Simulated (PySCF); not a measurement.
CH3IMgO. Atoms are numbered in the order given.

```xyz
7

Mg     0.0000     0.0000    -1.1198
I      0.0000     0.0000     1.4365
O      0.0000     0.0000    -2.8835
C      0.0000     0.0000    -4.2657
H     -0.8909     0.5144    -4.6791
H      0.8909     0.5144    -4.6791
H      0.0000    -1.0287    -4.6791
```
Charge 0, spin multiplicity 1.

The structure is a stationary point at B3LYP-D3(BJ)/def2-SVP. The def2 effective core potentials stand for the cores of I; spin–orbit coupling is left out. The values are those of a single conformer.

All values below come from TDA-ωB97X/def2-SVPD (PySCF 2.14.0).

Vertical excitations; the highest root listed may be one member of a degenerate set.  State labels are in the subgroup Cs.

Computed UV-visible absorptions:
```json
[
 {"state": "S1", "symmetry": "A\"", "energy (eV)": "5.16", "λ (nm)": "240", "f": "0.006", "main pairs": "HOMO→LUMO (degenerate set)"},
 {"state": "S2", "symmetry": "A'", "energy (eV)": "5.16", "λ (nm)": "240", "f": "0.006", "main pairs": "HOMO−1→LUMO (degenerate set)"},
 {"state": "S3", "symmetry": "A\"", "energy (eV)": "5.37", "λ (nm)": "231", "f": "0.081", "main pairs": "HOMO−2→LUMO (degenerate set)"},
 {"state": "S4", "symmetry": "A'", "energy (eV)": "5.37", "λ (nm)": "231", "f": "0.081", "main pairs": "HOMO−3→LUMO (degenerate set)"},
 {"state": "S5", "symmetry": "A'", "energy (eV)": "6.54", "λ (nm)": "189", "f": "0.050", "main pairs": "HOMO−4→LUMO 65 %, HOMO−1→LUMO+2 11 %, HOMO→LUMO+1 11 %"},
 {"state": "S6", "symmetry": "A\"", "energy (eV)": "6.59", "λ (nm)": "188", "f": "0.000", "main pairs": "HOMO−1→LUMO+1 38 %, HOMO→LUMO+2 38 %, HOMO−1→LUMO+5 8 %, HOMO→LUMO+6 8 %"},
 {"state": "S7", "symmetry": "A'", "energy (eV)": "6.60", "λ (nm)": "188", "f": "0.000", "main pairs": "HOMO−1→LUMO+2, HOMO→LUMO+1, HOMO→LUMO+5, HOMO−1→LUMO+6 (degenerate set)"},
 {"state": "S8", "symmetry": "A\"", "energy (eV)": "6.60", "λ (nm)": "188", "f": "0.000", "main pairs": "HOMO→LUMO+2, HOMO−1→LUMO+1, HOMO→LUMO+6, HOMO−1→LUMO+5 (degenerate set)"},
 {"state": "S9", "symmetry": "A'", "energy (eV)": "6.74", "λ (nm)": "184", "f": "0.001", "main pairs": "HOMO−2→LUMO+1, HOMO−3→LUMO+2 (degenerate set)"},
 {"state": "S10", "symmetry": "A\"", "energy (eV)": "6.74", "λ (nm)": "184", "f": "0.001", "main pairs": "HOMO−2→LUMO+2, HOMO−3→LUMO+1 (degenerate set)"},
 {"state": "T1", "symmetry": "A\"", "energy (eV)": "5.01", "λ (nm)": "247", "f": "0", "main pairs": "HOMO→LUMO (degenerate set)"},
 {"state": "T2", "symmetry": "A'", "energy (eV)": "5.01", "λ (nm)": "247", "f": "0", "main pairs": "HOMO−1→LUMO (degenerate set)"},
 {"state": "T3", "symmetry": "A\"", "energy (eV)": "5.29", "λ (nm)": "234", "f": "0", "main pairs": "HOMO−2→LUMO (degenerate set)"},
 {"state": "T4", "symmetry": "A'", "energy (eV)": "5.29", "λ (nm)": "234", "f": "0", "main pairs": "HOMO−3→LUMO (degenerate set)"}
]
```
Triplets are in the Tamm–Dancoff approximation.
